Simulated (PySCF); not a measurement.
Electron correlation in O⁺ (oxygen, charge +1)

[He] 2s2 2p3, high-spin 4S determinant. All numbers are calculated (PySCF 2.14, scalar relativity by spin-free X2C-1e, in jorge-DZP-DKH (4s2p1d, 15 functions)). Frozen: 1s2; 5 electrons correlated.

MP2 pair energies summed by pair of shells (mhartree):

```
 pair  energy  share (%)
2s-2p  -44.73       66.9
2p-2p  -14.46       21.6
2s-2s   -7.68       11.5
```

Total MP2 correlation energy: -66.87 mhartree.

Same-spin part -17.05 and opposite-spin part -49.83 mhartree; SCS-MP2 scales them by 1/3 and 6/5 to -65.47 mhartree.

```
  level  correlation energy (mhartree)
   CCSD                         -81.11
    (T)                          -0.50
CCSD(T)                         -81.61
```

Diagnostics: T1 = 0.0043, D1 = 0.0079, largest double amplitude 0.034.

Cost of the coupled-cluster step: 0.14 s of wall time on 1 thread of Neoverse-N1 (shared host), for 5 correlated electrons.
